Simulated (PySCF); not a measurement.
Sn(SH)4 (H₄S₄Sn), SMILES [SH][Sn]([SH])([SH])[SH].

The structure is a stationary point at B3LYP-D3(BJ)/def2-SVP. The structure was generated by enumeration; whether it is a known compound was not checked. The def2 effective core potentials stand for the cores of Sn; spin–orbit coupling is left out. Other conformers were not sampled.

Two levels are set side by side: TDDFT-PBE/def2-SVPD (PySCF) and TDDFT-LC-ωPBE/def2-SVPD (PySCF). Vertical, same geometry. The lowest singlet is HOMO→LUMO 99 % with PBE and HOMO−2→LUMO 41 %, HOMO→LUMO 23 %, HOMO−1→LUMO 19 % with the other functional; states are paired by order. Differences are taken from unrounded values.

| quantity | TDDFT-PBE |
|---|---|
| lowest singlet excitation (eV) | 3.25 |
| lowest triplet excitation (TDA) (eV) | 3.00 |

Q: These are the TDDFT-PBE values. What does TDDFT-LC-ωPBE give? (Estimate from the structure and the level; the computed values follow.)

A: 
| quantity | TDDFT-LC-ωPBE | TDDFT-PBE minus TDDFT-LC-ωPBE |
|---|---|---|
| lowest singlet excitation (eV) | 4.74 | -1.50 |
| lowest triplet excitation (TDA) (eV) | 4.28 | -1.28 |

A lower first singlet is the usual sign of a functional without exact exchange. Differences between two approximate levels are no errors against the true value.

Rough cost on one machine, each run with all the roots and properties that it gave: TDDFT-LC-ωPBE against TDDFT-PBE about 5 times.
